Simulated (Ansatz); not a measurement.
Species: sum formula HBO, charge 0, multiplicity 1. 
Geometry from a B3LYP-D3(BJ)/def2-TZVP (Ansatz, a program for electronic structure) optimisation:
```
O
H 1 0.9660
B 1 1.2954 2 125.16
```

Basis-set convergence of Hartree-Fock and MP2 correlation energies (hartree) with Ansatz. Correlated levels leave the core frozen unless marked. No spin-orbit coupling. Non-relativistic.

| basis | functions | E(HF) | E(corr, MP2) |
|---|---|---|---|
| def2-SVPD | 51 | -100.02722 | -0.25848 |
| def2-TZVPPD | 94 | -100.14628 | -0.31276 |
| def2-QZVPPD | 162 | -100.15094 | -0.33647 |

Extrapolating the two largest sets (X = 3 and 4) as X^-3: E(corr) = (64·(-0.33647) - 27·(-0.31276))/37 = -0.3538 Eh, an estimate of the basis-set limit. The largest set recovers 95.1 % of it, the smallest 73.1 %.
